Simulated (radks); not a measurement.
Values are calculated unless marked as measured or tabulated.
Problem. These are the eigenvalues of the occupied orbitals of an atom or ion with whole-number occupations (eV). Code: a radial shooting solver on a logarithmic mesh with Libxc functionals. Model: scalar-relativistic Kohn-Sham, PBE, spin-polarised, spherical densities, point nucleus.

1s: -1519.633
2s: -116.5026
2p: -77.9919
3s: -14.8105

Which element is it, and in what charge state? The configuration may be excited. Open shells, if any, are filled with parallel spins first.

Solution. Z = 13, aluminium, charge +1: Al+ in [Ne] 3s2. The list shows which subshells hold electrons but not how many an open one holds; the 1s level, -55.845 hartree, gives Z - s = 10.6 by -(Z - s)^2/2, which with screening and relativity narrows Z to a few neighbours, and the depths of the outer levels then fix element, charge and occupations together.
